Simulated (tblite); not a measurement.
C₆H₉FO.
Atom-mapped SMILES: `[CH2:1]=[CH:2][C@@H:3]1[CH2:4][C@@H:5]([CH2:6][F:7])[O:8]1` (hydrogens: H9, H10 on C1; H11 on C2; H12 on C3; H13, H14 on C4; H15 on C5; H16, H17 on C6)

Structure optimised with GFN2-xTB, isolated species.

(1) Give the optimised bond lengths and angles.

## Answers

(1) 
| bond | length (Å) |
| --- | --- |
| C1=C2 | 1.320 |
| C2–C3 | 1.492 |
| C3–C4 | 1.542 |
| C4–C5 | 1.532 |
| C5–C6 | 1.524 |
| C6–F7 | 1.372 |
| C5–O8 | 1.427 |
| C3–O8 | 1.442 |
| C1–H9 | 1.078 |
| C1–H10 | 1.076 |
| C2–H11 | 1.081 |
| C3–H12 | 1.095 |
| C4–H13 | 1.086 |
| C4–H14 | 1.086 |
| C5–H15 | 1.097 |
| C6–H16 | 1.094 |
| C6–H17 | 1.094 |

A selection of angles:
| angle | degrees |
| --- | --- |
| C1–C2–C3 | 124.2 |
| C2–C3–C4 | 115.1 |
| C2–C3–O8 | 113.2 |
| C4–C3–O8 | 90.7 |
| C3–C4–C5 | 85.0 |
| C4–C5–C6 | 116.3 |
| C4–C5–O8 | 91.6 |
| C6–C5–O8 | 111.7 |
| C5–C6–F7 | 109.9 |
| C3–O8–C5 | 92.7 |

Torsions: C1–C2–C3–C4 -116° (anticlinal); C2–C3–C4–C5 -116° (anticlinal); C3–C4–C5–C6 -116° (anticlinal); C4–C5–C6–F7 -74° (synclinal); C4–C5–O8–C3 0° (synperiplanar); C2–C3–O8–C5 117° (anticlinal).

The 4-membered ring C3–C4–C5–O8 has internal angles of 85.0° to 92.7° (sum 360°, against 360° for a flat polygon); it is planar, 0.00 Å rms from its mean plane, widest ring torsion 0°. The 5 C–C bonds span 1.320 Å (C1=C2, drawn double) to 1.542 Å (C3–C4, drawn single), a spread of 0.222 Å. Of the pairs four or more bonds apart, H9···H12 is among the closest relative to their van der Waals radii: 2.46 Å, 102 % of the sum of Bondi's values.

Point group: C1 (no symmetry element, even within 0.4 Å). Its GFN2-xTB frequencies are all real (lowest 42 cm⁻¹). The numbers are those of one conformer. 2 starts were optimised and ended at 0.00 and 1.13 kcal/mol (GFN2-xTB); the lowest of these is shown.

All values are computed, not measured.
